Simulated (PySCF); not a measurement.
## Radial density of Ne⁺ (neon, charge +1)

M06-2X, [He] 2s2 2p5, 2P determinant. Calculation: PySCF 2.14, in cc-pVDZ-DK (3s2p1d, 14 functions); scalar relativity by spin-free X2C-1e.

| r (bohr) | 4πr²ρ (e/bohr) | 4πr²(ρα − ρβ) |
| --- | --- | --- |
| 0.00201 | 0.03242 | 0.0000 |
| 0.00339 | 0.08967 | 0.0000 |
| 0.00570 | 0.2403 | 0.0001 |
| 0.00958 | 0.6142 | 0.0002 |
| 0.0161 | 1.506 | 0.0005 |
| 0.0271 | 3.390 | 0.0014 |
| 0.0456 | 6.613 | 0.0041 |
| 0.0767 | 10.09 | 0.0170 |
| 0.129 | 10.43 | 0.0826 |
| 0.217 | 6.562 | 0.3166 |
| 0.365 | 5.369 | 0.7882 |
| 0.614 | 7.602 | 1.1100 |
| 1.03 | 4.866 | 0.6554 |
| 1.74 | 0.9165 | 0.1064 |
| 2.92 | 0.03649 | 0.0051 |

Densities and radii are taken from the X2C orbitals without a picture-change correction, which distorts them close to the nucleus.
